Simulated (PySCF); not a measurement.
# Spinor energies of Tb(2+) (terbium, charge +2)

Start: [Xe] 4f9; 4f5/2 filled at m_j = -5/2, -3/2, -1/2, +1/2, +3/2, +5/2; 4f7/2 filled at m_j = +3/2, +5/2, +7/2. Calculated with PySCF 2.14 in x2c-TZVPall-2c (11s11p10d4f1g, 131 functions): generalised Hartree-Fock with the X2C-1e Hamiltonian and a Gaussian nucleus; one run each with spin-orbit coupling (SO) switched off, then screened by Boettger's factors.

| spinor shell | electrons | ε, spin-free (eV) | ε, screened SO (eV) | weight of nominal j (screened SO) | rms radius, screened SO (bohr) |
| --- | --- | --- | --- | --- | --- |
| 1s1/2 | 2 | -52269.8 | -52259.5 | 1.000 | 0.0245 |
| 2s1/2 | 2 | -8798.4 | -8795.3 | 1.000 | 0.0989 |
| 2p1/2 | 2 | -7815.0 | -8341.8 | 1.000 | 0.0846 |
| 2p3/2 | 4 | -7815.0 | -7590.5 | 1.000 | 0.0911 |
| 3s1/2 | 2 | -2013.1 | -2012.1 | 1.000 | 0.255 |
| 3p1/2 | 2 | -1703.7 | -1814.7 | 1.000 | 0.246 |
| 3d3/2 | 4 | -1299.0 | -1319.6 | 0.998 | 0.232 |
| 3d5/2 | 6 | -1299.0 | -1284.3 | 0.999 | 0.236 |
| 4s1/2 | 2 | -433.13 | -432.81 | 1.000 | 0.576 |
| 4p1/2 | 2 | -328.74 | -354.91 | 0.986 | 0.592 |
| 4p3/2 | 4 | -328.74 | -317.25 | 0.993 | 0.621 |
| 4d3/2 | 4 | -182.23 | -190.41 | 0.790 | 0.671 |
| 4d5/2 | 6 | -182.23 | -176.51 | 0.860 | 0.679 |
| 5s1/2 | 2 | -71.456 | -71.405 | 1.000 | 1.44 |
| 5p1/2 | 2 | -44.280 | -48.098 | 0.941 | 1.61 |
| 5p3/2 | 4 | -44.280 | -42.610 | 0.971 | 1.72 |
| 4f5/2 | 6 | -27.423 | -27.039 | 0.722 | 0.974 |
| 4f7/2 | 3 | -27.423 | -28.022 | 0.806 | 0.963 |

Problem. Where does 3p3/2 lie, and what is the 3p spin-orbit splitting (screened SO)?

Solution. At -1655.6 eV, 159.07 eV above 3p1/2.

```
   quantity     spin-free   screened SO
E (hartree)  -11700.07937  -11708.19115
        M_J          15/2          15/2
       ⟨J²⟩        63.767        63.773
       ⟨L²⟩        30.008        30.559
       ⟨S²⟩         8.759         8.637
```

Each row is a mean over spinors that exchange with the open shell spreads, by up to 15.232 eV (4d5/2).

Rows whose weight is well below 1 are mixtures of j = l ± 1/2: exchange outweighs spin-orbit coupling there, and the label is only the starting occupation.

Breit and QED terms are absent; they matter most for the inner s and p1/2 levels.

Densities and radii are taken from the X2C orbitals without a picture-change correction, which distorts them close to the nucleus.

Without spin-orbit coupling the j labels of p, d and f shells carry no meaning; the spin-free column gives the mean over the occupied spinors of each nl shell.
